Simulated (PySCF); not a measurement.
## Basis and Hamiltonian dependence of the excitation energy of Ta

Ta [Xe] 4f14 5d3 6s2 (4F) → Ta [Xe] 4f14 5d4 6s1 (6D). Calculated with PySCF 2.14 from differences of total energies of unrestricted determinants, without spin-orbit coupling. Values in eV.

```tsv
basis	Hamiltonian	functions	UHF	r2SCAN	PBE0	MP2 (valence)	CCSD(T) (valence)
aug-cc-pVDZ-PP with ECP60MDF	ECP	54	0.212	0.152	0.372	0.739	0.942
aug-cc-pwCVDZ-PP with ECP60MDF	ECP	70	0.233	0.155	0.370	0.727	0.930
def2-QZVPPD with the def2 core potential (60 electrons)	ECP	84	0.271	0.200	0.412	0.808	0.987
aug-cc-pVTZ-PP with ECP60MDF	ECP	88	0.235	0.163	0.371	0.795	0.975
x2c-TZVPPall	spin-free X2C	97	0.235	0.357	0.503	0.788	0.994
cc-pVQZ-PP with ECP60MDF	ECP	99	0.240	0.171	0.373	0.803	n/a
aug-cc-pVTZ-PP with one added diffuse shell each of s, p, d, f, g type with ECP60MDF	ECP	113	0.235	0.164	0.371	0.795	n/a
aug-cc-pwCVTZ-PP with ECP60MDF	ECP	122	0.239	0.165	0.372	0.794	n/a
x2c-QZVPPall	spin-free X2C	144	0.227	n/a	n/a	n/a	n/a
```

Frozen in the all-electron rows: valence: [Xe] 4f14; with a core potential, the same shells as far as they lie outside it.
